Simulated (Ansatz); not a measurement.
Start from `[CH3][Ga]([Cl])[C]#N` and change one atom or group to get `N#[C][GaH][Cl]`.

Ansatz, PBE0-D4/def2-TZVP geometries, multiplicity 1. 

Scalar relativity is left out up to krypton.

```
                                      property  `[CH3][Ga]([Cl])[C]#N`
          HOMO–LUMO gap (PBE0/def2-TZVPP) / eV                    6.87
zero-point energy (PBE0-D4/def2-TZVP) / kJ/mol                   118.2
           LUMO energy (B3LYP/def2-TZVPP) / eV                   -2.46
       HOMO–LUMO gap (ωB97M-V/def2-TZVPP) / eV                   10.94
         LUMO energy (ωB97M-V/def2-TZVPP) / eV                   -0.38
            HOMO energy (PBE0/def2-TZVPP) / eV                   -9.07
```

Task: What does the change do to each property? (An estimate is asked.)

Result: The calculation gave: 
```json
{"property": "HOMO–LUMO gap (PBE0/def2-TZVPP) / eV", "`N#[C][GaH][Cl]`": "6.75", "shift": "-0.12"}
{"property": "zero-point energy (PBE0-D4/def2-TZVP) / kJ/mol", "`N#[C][GaH][Cl]`": "42.0", "shift": "-76.2"}
{"property": "LUMO energy (B3LYP/def2-TZVPP) / eV", "`N#[C][GaH][Cl]`": "-2.93", "shift": "-0.47"}
{"property": "HOMO–LUMO gap (ωB97M-V/def2-TZVPP) / eV", "`N#[C][GaH][Cl]`": "10.84", "shift": "-0.10"}
{"property": "LUMO energy (ωB97M-V/def2-TZVPP) / eV", "`N#[C][GaH][Cl]`": "-0.85", "shift": "-0.47"}
{"property": "HOMO energy (PBE0/def2-TZVPP) / eV", "`N#[C][GaH][Cl]`": "-9.41", "shift": "-0.34"}
```

With PBE0 the HOMO falls by 0.34 eV and the LUMO falls by 0.48 eV, so the gap narrows by about 0.14 eV. PBE moves the HOMO by -0.31 eV and ωB97M-V by -0.38 eV. The zero-point energy changes by -76.2 kJ/mol with -9 modes.

B3LYP here is the variant with VWN-RPA as its local correlation; programs differ in this.
